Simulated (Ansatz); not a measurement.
Consider the redistribution: `FC(F)(F)C[O][Hf]([Cl])([Cl])[Cl]` + `[CH3][Ge]([Cl])([Cl])[Cl]` → `[CH3][Hf]([Cl])([Cl])[Cl]` + `FC(F)(F)C[O][Ge]([Cl])([Cl])[Cl]`.

Calculated with Ansatz (gas phase, PBE0-D4/def2-TZVP geometries, no zero-point term in ΔE). CCSD(T)/CBS is the MP2 limit (def2-TZVPP, def2-QZVPP) plus CCSD(T) − MP2 in def2-TZVPP, frozen cores. Functionals use def2-TZVPP. def2 core potentials past Kr. For Ge, Hf outer-core shells are correlated without core-valence functions, which leaves a few kJ/mol of doubt a bond. Scalar relativity is left out up to krypton. One conformer a species, not always the lowest.

```tsv
level	ΔE (kJ/mol)
revPBE-D4	163.8
HF/def2-QZVPP	168.3
```

(1) What does CCSD(T)/CBS give? (Estimate.)

Largest T1 diagnostic among the species: 0.014.

## Answers

(1) Computed: +164.9 kJ/mol. The listed levels differ from it by -1.1, 3.4 kJ/mol.

At CCSD(T), def2-SVP lies +8.6 kJ/mol from the extrapolated value and def2-TZVPP +0.9 kJ/mol. Leaving LDA and LC-ωPBE aside and taking each functional with its dispersion term where it has one, the values, not all of them listed here, spread over 9.0 kJ/mol, from B97M-V to CAM-B3LYP-D4.

CCSD(T)/CBS has its own doubt, a few kJ/mol and more with outer-core shells, so smaller differences from it don't rank the levels.
